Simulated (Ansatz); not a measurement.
A structure relaxed at r2SCAN-D4/def2-SVP in Ansatz, charge -1, doublet:

```
atom   x (Å)   y (Å)   z (Å)
 Hg1  -2.933   0.483   3.721
 Hg2   1.653   2.984  -1.082
 Hg3  -2.387  -2.472   2.212
 Hg4  -1.061   1.296   1.702
 Hg5   0.318  -0.467  -0.491
  O6   1.688   0.088  -1.969
  O7   0.251   2.136   0.367
  O8   1.425  -2.105  -2.561
  O9   2.020  -1.018  -2.845
 O10  -0.976  -0.925   0.946
```

Give its formula.

the cluster Hg₅O₅⁻ (the lowest doublet isomer of a short search).

Summarise the bond lengths by kind (pairs closer than 1.2 times the sum of covalent radii, bridged metal pairs left out).

5 × Hg–O 1.99 to 2.35 Å; 2 × O–O 1.27 to 1.45 Å; 1 × Hg–Hg 2.87 Å.

In the def2 sets Hg takes a core potential; there is no spin–orbit coupling. The structure holds 2 bonds between oxygen atoms, so isomers without such links may lie far lower. The structure comes from a short search, and lower isomers may exist.
